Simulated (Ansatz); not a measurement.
Consider the cleavage of the B–Sb bond: `O[BH][SbH2]` + `OCS` → `OBSCO` + `[SbH3]`.

Isolated molecules relaxed with PBE0-D4/def2-TZVP in Ansatz; ΔE leaves out vibrations. CBS: MP2 limit from def2 TZ/QZ plus the TZ coupled-cluster correction, frozen cores. DFT in def2-TZVPP. Elements past krypton have def2 core potentials. For Sb outer-core shells are correlated without core-valence functions, which leaves a few kJ/mol of doubt a bond. One conformer a species, not always the lowest.

```
         level  ΔE (eV)
     r2SCAN-D4    -0.96
       ωB97X-V    -0.90
MP2/def2-TZVPP    -0.88
  HF/CBS(def2)    -0.88
```

Problem. What does CCSD(T)/CBS give? (An estimate is asked.)

Solution. Ansatz gave: -0.84 eV. The listed levels differ from it by -0.12, -0.06, -0.04, -0.04 eV.

Largest T1 diagnostic among the species: 0.015.
